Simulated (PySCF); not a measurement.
# `C[C@@H](F)/C=C\[C@@H](F)C(F)F`: 4 charge schemes on one density

Compound: C6H8F4.
Cartesian coordinates in Å at the GFN2-xTB level; atoms count from 1:
```
atom  x, y, z in Å
C1     2.7483   -0.6004    0.0908
C2     1.2471   -0.4469    0.2805
F3     1.0231    0.1477    1.5171
C4     0.6198    0.3792   -0.8101
C5    -0.5706    0.9582   -0.7814
C6    -1.5666    0.8655    0.3357
F7    -2.4029    1.9595    0.3116
C8    -2.4569   -0.3851    0.2026
F9    -1.8092   -1.4707    0.6812
F10   -2.7501   -0.6614   -1.0868
H11    2.9512   -1.1318   -0.8344
H12    3.2197    0.3794    0.0557
H13    3.1692   -1.1601    0.9222
H14    0.7612   -1.4313    0.3437
H15    1.2315    0.4944   -1.6926
H16   -0.9220    1.5317   -1.6267
H17   -1.0985    0.8473    1.3265
H18   -3.4030   -0.2691    0.7528
```

Density: PBE0/pcSseg-1 (PySCF); schemes: Mulliken, IAO, Hirshfeld and ESP-fitted. The structure is a single GFN2-xTB conformer in the gas phase; no vibrational or solvent corrections.

Question: At which atom do the 4 schemes differ most?

Answer: At C2: from +0.067 (Hirshfeld) to +0.533 e (ESP-fitted), 0.466 e apart.

Question: Do the Mulliken, IAO, Hirshfeld and ESP-fitted schemes agree on where the charge is lowest?

Answer: The schemes don't all agree: Mulliken F3 (-0.341); IAO C1 (-0.435); Hirshfeld C1 (-0.123); ESP-fitted C1 (-0.547).

Question: Do the Mulliken, IAO, Hirshfeld and ESP-fitted schemes agree on where the charge is highest?

Answer: The schemes don't all agree: Mulliken C8 (+0.526); IAO C8 (+0.436); Hirshfeld C8 (+0.142); ESP-fitted C2 (+0.533).

Question: Give the atomic charges in each scheme.

Answer: In e:

```tsv
atom	environment	Mulliken	IAO	Hirshfeld	ESP-fitted
C1	methyl carbon	-0.260	-0.435	-0.123	-0.547
C2	sp3 C–F carbon	+0.152	+0.173	+0.067	+0.533
F3	alkyl fluorine	-0.341	-0.336	-0.103	-0.295
C4	alkene CH carbon	-0.146	-0.164	-0.049	-0.308
C5	alkene CH carbon	-0.155	-0.154	-0.057	-0.163
C6	sp3 C–F carbon	+0.139	+0.136	+0.044	+0.134
F7	alkyl fluorine	-0.332	-0.321	-0.110	-0.229
C8	CHF2 carbon	+0.526	+0.436	+0.142	+0.205
F9	fluorine of a CF2 group	-0.298	-0.304	-0.091	-0.197
F10	fluorine of a CF2 group	-0.295	-0.297	-0.102	-0.174
H11	methyl hydrogen	+0.120	+0.150	+0.051	+0.142
H12	methyl hydrogen	+0.125	+0.151	+0.045	+0.162
H13	methyl hydrogen	+0.132	+0.157	+0.049	+0.143
H14	methine hydrogen	+0.135	+0.153	+0.037	+0.022
H15	vinylic hydrogen	+0.114	+0.155	+0.052	+0.148
H16	vinylic hydrogen	+0.120	+0.171	+0.052	+0.169
H17	methine hydrogen	+0.151	+0.176	+0.041	+0.127
H18	methine hydrogen	+0.113	+0.151	+0.052	+0.127
```

Mean size of the charges over all atoms: IAO 0.223 e, ESP-fitted 0.213 e, Mulliken 0.203 e, Hirshfeld 0.070 e. Each set sums to the total charge, 0, to within 0.001 e. The Mulliken scheme counts on each atom the diagonal of the density matrix times the overlap matrix over that atom's basis functions. The IAO scheme counts the electrons in orthogonalised intrinsic atomic orbitals, a minimal basis polarised so that it spans the occupied orbitals exactly.

Question: How many electrons does the IAO scheme count on C8?

Answer: Z − q = 6 − (+0.436) = 5.564.

Question: Sum the charges by element.

Answer: 
```tsv
element	atoms	Mulliken	IAO	Hirshfeld	ESP-fitted
C	6	+0.255	-0.007	+0.026	-0.147
F	4	-1.265	-1.258	-0.406	-0.894
H	8	+1.010	+1.264	+0.380	+1.041
```
